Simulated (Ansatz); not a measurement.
Basis-set series for C$_{6}$H$_{15}$AlO$_{2}$ (`CC(C)[O][AlH][O]C(C)C`). Charge 0, multiplicity 1. The structure was optimised at the PBE0-D4/def2-TZVP level. It is one conformer, not always the lowest.

```
functional       basis  functions  energy (Eh)  HOMO (eV)  LUMO (eV)
   PBE0-D4  def2-TZVPP        500   -630.25821      -7.85      -0.06
   PBE0-D4  def2-QZVPP        976   -630.28817      -7.86      -0.21
   ωB97M-V  def2-TZVPP        500   -630.61808     -10.25       1.43
   ωB97M-V  def2-QZVPP        976   -630.64695     -10.26       0.92
```

Problem. Give the rows for def2-SVP. (Estimate.)

Solution. Computed: 
```tsv
functional	basis	functions	energy (Eh)	HOMO (eV)	LUMO (eV)
PBE0-D4	def2-SVP	205	-629.73377	-7.75	0.16
ωB97M-V	def2-SVP	205	-630.07319	-10.13	1.81
```

Positive LUMOs are unbound and depend on the basis.
